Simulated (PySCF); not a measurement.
C3H9NSi2, SMILES C1=C(C)[SiH2]N[SiH2]1.

Geometry: B3LYP-D3(BJ)/def2-SVP. The structure was generated by enumeration, and PubChem lists no compound with its InChIKey, so it may never have been made.

Two levels are set side by side: PBE/def2-TZVP (PySCF) and PBE0/def2-TZVP (PySCF). Same geometry, gas phase. Differences are taken from unrounded values.

| quantity | PBE0 |
|---|---|
| orbital gap (eV) | 6.79 |
| highest occupied level (eV) | -7.29 |
| lowest empty level (eV) | -0.50 |
| dipole moment (D) | 0.38 |
| mean polarisability (bohr³) | 91.5 |

Task: What does PBE give, and how far is it from PBE0? (Estimate from the structure and the level; the computed values follow.)

Result: 
| quantity | PBE | PBE minus PBE0 |
|---|---|---|
| orbital gap (eV) | 4.48 | -2.32 |
| highest occupied level (eV) | -5.96 | 1.34 |
| lowest empty level (eV) | -1.48 | -0.98 |
| dipole moment (D) | 0.40 | 0.02 |
| mean polarisability (bohr³) | 95.0 | 3.5 |

PBE's occupied levels lie high since its potential decays too fast outside the molecule; exact exchange lowers them and widens the gap. Loosely held outer electrons make PBE densities more polarisable. Differences between two approximate levels are no errors against the true value.

Rough cost on one machine, each run with all the roots and properties that it gave: PBE0 against PBE within a factor of 2.
